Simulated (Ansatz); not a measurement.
chloroform (CHCl3), singlet, geometry from GFN2-xTB; PBE/STO-3G run with Ansatz (a first-principles code).

Input for Ansatz:
Ansatz 0.2 input:
```yaml
crystal:
  periodic: [false, false, false]
  atoms:
    - {symbol: C, position_ang: [-0.00102295, 0.00710830, 0.48100116]}
    - {symbol: H, position_ang: [-0.00334391, 0.02323614, 1.57233262]}
    - {symbol: Cl, position_ang: [0.00925814, 1.67396575, -0.11215631]}
    - {symbol: Cl, position_ang: [1.44662035, -0.84673105, -0.07184825]}
    - {symbol: Cl, position_ang: [-1.45532076, -0.83111035, -0.07825071]}
basis:
  gaussian:
    orbitals: STO-3G
hamiltonian:
  xc: pbe
accuracy: high
```

It wrote (shortened):

```
Functional definition: PBE
635 factors; integrals over basis functions are off by at most 2.2e-8 eV
mean field evaluation 1: about -38177.0494 eV, gradient 3.5e1 eV
mean field evaluation 2: about -38165.4490 eV, gradient 7.2e1 eV
mean field evaluation 4: about -38180.8880 eV, gradient 7.0e-2 eV
mean field evaluation 8: about -38180.8600 eV, gradient 6.0e-4 eV
mean field evaluation 16: about -38180.8600 eV, gradient 2.5e-8 eV
mean field -38180.86000112 eV, -1403.1207251248 hartree, gradient 2.5e-8 eV, S^2 0.000000; 0 other end points of the search recorded, 0 dependent functions left out
reference -38180.86000288 eV, -1403.1207251893 hartree; 29, 29 occupied and 4, 4 virtual orbitals, 635 factors
Total energy: -38180.86000288 eV, -1403.1207251893 hartree
```
